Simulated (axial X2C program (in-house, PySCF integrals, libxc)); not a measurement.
**OSmO²⁺: the levels of the configuration f(δφ)2 f(π)0**

Calculated with an in-house all-electron X2C program for linear molecules (integrals from PySCF): two-component X2C with atomic mean-field Coulomb and Gaunt terms, basis O dyall-v3z, Sm dyall-v3z (cores contracted in-house). Orbitals come from Hartree–Fock averaged over the configuration Sm f(δφ)2 f(π)0; CI then distributes these electrons over the f(δφ), f(π) shells of Sm.

O–Sm–O held linear, both bonds 1.600 Å (near the minimum of the configuration average).

Active spinors (ω > 0):

```json
{"shell": "f(δφ)", "ω": "3/2", "ε (eV)": "-18.49", "character": "99% Sm f"}
{"shell": "f(δφ)", "ω": "5/2", "ε (eV)": "-18.44", "character": "100% Sm f"}
{"shell": "f(δφ)", "ω": "5/2", "ε (eV)": "-17.66", "character": "100% Sm f"}
{"shell": "f(δφ)", "ω": "7/2", "ε (eV)": "-17.65", "character": "100% Sm f"}
{"shell": "f(π)", "ω": "1/2", "ε (eV)": "-12.09", "character": "63% Sm f, 24% O p, 10% Sm p"}
{"shell": "f(π)", "ω": "3/2", "ε (eV)": "-11.28", "character": "81% Sm f, 12% O p, 5% Sm p"}
```

Lowest levels of this model:

| Ω | energy (cm⁻¹) | g∥ | configuration |
| --- | --- | --- | --- |
| 4 | 0 | 6.09 | 100% f(δφ)2 |
| 5 | 4129 | 10.02 | 100% f(δφ)2 |
| 0 | 5638 | 0.00 | 100% f(δφ)2 |
| 6 | 7425 | 13.97 | 100% f(δφ)2 |
| 1 | 7982 | 3.40 | 100% f(δφ)2 |
| 0 | 14148 | 0.00 | 97% f(δφ)2 |
| 1 | 14877 | 2.49 | 99% f(δφ)2 |
| 2 | 15305 | 5.94 | 99% f(δφ)2 |
| 0 | 16803 | 0.00 | 98% f(δφ)2 |
| 0 | 19879 | 0.00 | 100% f(δφ)2 |
| 1 | 23060 | 2.11 | 98% f(δφ)2 |
| 4 | 27209 | 8.05 | 93% f(δφ)2 + 7% f(δφ)1 f(π)1 |

g∥ is the magnitude of 2⟨Lz + ge Sz⟩ for the +Ω component.

Question: From Ω and g∥ of the lowest level, whose 2⟨Lz + ge Sz⟩ is positive, find ⟨Sz⟩ and ⟨Lz⟩ (ge = 2.0023).

Answer: Ω = ⟨Lz⟩ + ⟨Sz⟩ = 4 and ⟨Lz⟩ + ge⟨Sz⟩ = 3.045, so ⟨Sz⟩ = -0.95 and ⟨Lz⟩ = 4.95.

Occupations of the active spinors in the lowest level by ω, shell by shell in order of energy: -7/2: 0.00; -5/2: 0.00 0.00; -3/2: 0.00 0.00; -1/2: 0.00; 1/2: 0.00; 3/2: 1.00 0.00; 5/2: 0.67 0.33; 7/2: 0.00. The leading determinant has weight 0.67 among 5.

This point took 2.9 s on 1 thread of Arm Neoverse V2 (shared host).

There is no dynamic correlation: spin–orbit spacings and, for f shells, spacings inside one term are the most reliable numbers, splittings between terms come out too wide, and energies between configurations are not reliable, so the lowest level need not be the ground state of the molecule. At most 6 roots were kept for each Ω > 0 (twice that for Ω = 0) within 3.5 eV of the lowest, so higher up levels can be missing between those listed; levels with Ω > 0 are doubly degenerate and listed once, Ω = 0 levels singly. States that fill the shells left empty in the average are placed too high. Along the bond the averaged SCF switches between close solutions, so this one may not be the lowest. The molecule was held linear; bending was not examined.
